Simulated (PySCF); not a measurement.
# Frontier levels across methods

Species: C6H10BP.
Structure used (PBE0-D3(BJ)/def2-SVP), in Å, numbered top down from 1:
```
atom  x, y, z in Å
B1     2.9252    0.6276    0.2721
P2     1.6851   -0.7707   -0.1540
C3    -0.0847   -0.3744   -0.0761
C4    -0.7867   -0.5215    1.1253
C5    -2.1241   -0.1398    1.2024
C6    -2.7656    0.3953    0.0864
C7    -2.0665    0.5516   -1.1096
C8    -0.7290    0.1717   -1.1918
H9     2.6381    0.9254    1.4221
H10    4.0243    0.1116    0.1370
H11    2.6662    1.4966   -0.5477
H12    1.8093   -1.3424   -1.4452
H13    1.7666   -1.9437    0.6377
H14   -0.2898   -0.9344    2.0073
H15   -2.6679   -0.2605    2.1421
H16   -3.8147    0.6934    0.1495
H17   -2.5648    0.9731   -1.9856
H18   -0.1861    0.3030   -2.1316
```

Basis pcSseg-1 throughout (PySCF), one geometry. Geometry: PBE0-D3(BJ)/def2-SVP, one conformer, isolated molecule.

Problem. How do the orbital energies, the gap and the dipole change with the method?

Solution. 
```json
{"method": "BLYP", "kind": "GGA", "HOMO (eV)": "-6.49", "LUMO (eV)": "-1.85", "gap (eV)": "4.64", "μ (D)": "4.86", "SCF cycles": "15"}
{"method": "OPBE", "kind": "GGA", "HOMO (eV)": "-6.65", "LUMO (eV)": "-1.95", "gap (eV)": "4.70", "μ (D)": "4.84", "SCF cycles": "15"}
{"method": "KT3", "kind": "GGA", "HOMO (eV)": "-6.67", "LUMO (eV)": "-1.96", "gap (eV)": "4.71", "μ (D)": "4.81", "SCF cycles": "15"}
{"method": "BP86", "kind": "GGA", "HOMO (eV)": "-6.77", "LUMO (eV)": "-2.12", "gap (eV)": "4.65", "μ (D)": "4.83", "SCF cycles": "14"}
{"method": "B97-2", "kind": "global hybrid", "HOMO (eV)": "-7.46", "LUMO (eV)": "-1.20", "gap (eV)": "6.26", "μ (D)": "5.00", "SCF cycles": "13"}
{"method": "wB97X-D", "kind": "range-separated hybrid", "HOMO (eV)": "-9.45", "LUMO (eV)": "0.54", "gap (eV)": "9.99", "μ (D)": "5.07", "SCF cycles": "12"}
```

The HOMO spans 2.96 eV, from BLYP down to wB97X-D, and the gap runs from 4.64 eV (BLYP) to 9.99 eV (wB97X-D). The dipole ranges from 4.81 D (KT3) to 5.07 D (wB97X-D). This basis has no diffuse functions.
